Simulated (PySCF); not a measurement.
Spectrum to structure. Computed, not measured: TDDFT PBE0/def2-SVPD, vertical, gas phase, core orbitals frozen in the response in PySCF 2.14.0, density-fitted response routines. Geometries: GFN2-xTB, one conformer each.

```tsv
state	ν̃ (cm⁻¹)	f	main configurations (H = HOMO, L = LUMO)
S1	49710	0.020	H→L (83%)
S2	50010	0.0070	H-1→L (85%)
S3	52620	0.0028	H→L+2 (22%), H-1→L+2 (17%), H-1→L+3 (14%)
S4	53920	0.011	H→L+1 (62%), H-1→L+3 (14%)
S5	54290	0.0012	H→L+2 (29%), H-1→L+1 (25%), H→L+1 (14%)
S6	55010	0.0065	H→L+3 (35%), H-1→L+2 (24%), H-1→L+1 (12%)
```

Question: Which structure fits? All have the formula C7H8.
A. `C#CC1=C[C@H]1CC`
B. `CC#C[C@H]1C=CC1`
C. `C=C1C=C1C1CC1`
D. `C=C(C)C=C1C=C1`
E. `CC#CCC#CC`

Answer: B. Its S1 lies at 6.16 eV; the nearest of the others has S1 at 6.50 eV. S1 is HOMO→LUMO (83%). Löwdin shares by element: HOMO carbon 76% or more (atoms not listed hold the other 24%); LUMO carbon 66% or more, hydrogen 12% or more (atoms not listed hold the other 22%). At the same level the other candidates give, for their lowest levels:
- `C#CC1=C[C@H]1CC`: 4.64 eV (f 0.000); 5.01 eV (f 0.157); 5.86 eV (f 0.000); 6.00 eV (f 0.003); 6.64 eV (f 0.029); T1 3.03 eV; HOMO -6.89, LUMO -1.20 eV
- `C=C(C)C=C1C=C1`: 3.63 eV (f 0.007); 5.37 eV (f 0.002); 5.52 eV (f 0.732); 5.86 eV (f 0.000); 5.94 eV (f 0.000); T1 2.86 eV; HOMO -5.52, LUMO -0.84 eV
- `CC#CCC#CC`: 6.50 eV (f 0.000); 6.64 eV (f 0.035); 6.68 eV (f 0.000); 6.69 eV (f 0.007); 6.84 eV (f 0.006); T1 5.43 eV; HOMO -7.08, LUMO 0.67 eV
- `C=C1C=C1C1CC1`: 4.51 eV (f 0.052); 5.54 eV (f 0.004); 5.97 eV (f 0.011); 6.09 eV (f 0.000); 6.32 eV (f 0.000); T1 3.41 eV; HOMO -5.73, LUMO -0.17 eV
Triplets come from the Tamm–Dancoff approximation.
